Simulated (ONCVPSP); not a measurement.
**hafnium: one change to an ONCV potential, before and after**

ONCVPSP 4.0.1 input, shortened (lines: element, Z, core and valence counts, functional; n l f; lmax; l rc ep ncon nbas qcut; lloc lpopt rc5 dvloc0; l nproj debl; icmod fcfact rcfact), Wu-Cohen, scalar-relativistic:

```
  Hf 72.00   10    4  -118130      upf
    1    0    2.00
    2    0    2.00
    2    1    6.00
    3    0    2.00
    3    1    6.00
    3    2   10.00
    4    0    2.00
    4    1    6.00
    4    2   10.00
    4    3   14.00
    5    0    2.00
    5    1    6.00
    5    2    2.00
    6    0    2.00
    2
    0    1.60    0.00    4    7    8.20
    1    1.70    0.00    4    9    9.40
    2    3.25    0.00    4    9    5.60
    4    5    1.40    0.00
    0    3    2.50
    1    3    2.20
    2    2    3.70
    0    0.00    0.00
```

Change: p: nbas 7.

Cutoffs: the cutoffs (Ha) at which the residual kinetic energy of the hardest occupied pseudo-wave falls to 1 and 0.1 mHa per electron; they do not see the model core or the augmentation charge, which bear on the density cutoff. Errors are all-electron minus pseudo energies relative to the spin-unpolarised reference configuration.

Question: What does the change do?

Answer: The potential gets neither clearly harder nor softer (26 Ha and 31 Ha → 25 Ha and 31 Ha); the errors of the 3 common tests hardly move; neither file shows a bound ghost.

| quantity | base | changed |
| --- | --- | --- |
| cutoff, loose | 26 Ha | 25 Ha |
| cutoff, tight | 31 Ha | 31 Ha |
| loose cutoff by channel | s 23 Ha, p 26 Ha, d 8.9 Ha | s 23 Ha, p 25 Ha, d 8.9 Ha |
| bound ghosts | none | none |
| GHOST(+) flags under 300 eV | none | none |
| tests with a reliable result | 3 of 4 | 3 of 4 |
| error for 5s2 5p6 5d2 6s1, meV [ΔE 8.02 eV] | -2.5 | -2.6 |
| error for 5s2 5p6 5d2 6s0, meV [ΔE 22.15 eV] | +0.4 | +0.4 |
| error for 5s2 5p6 5d2 6s0 6p2, meV [ΔE 7.97 eV] | +0.7 | +0.6 |
| s: phases at 1.63 bohr within 0.05 rad from the reference energy up to (Ha; the scan ends near 5) | to the end of the scan | to the end of the scan |
| p: phases at 1.73 bohr within 0.05 rad from the reference energy up to (Ha; the scan ends near 5) | to the end of the scan | to the end of the scan |
| d: phases at 3.30 bohr within 0.05 rad from the reference energy up to (Ha; the scan ends near 5) | 0.6 | 0.6 |
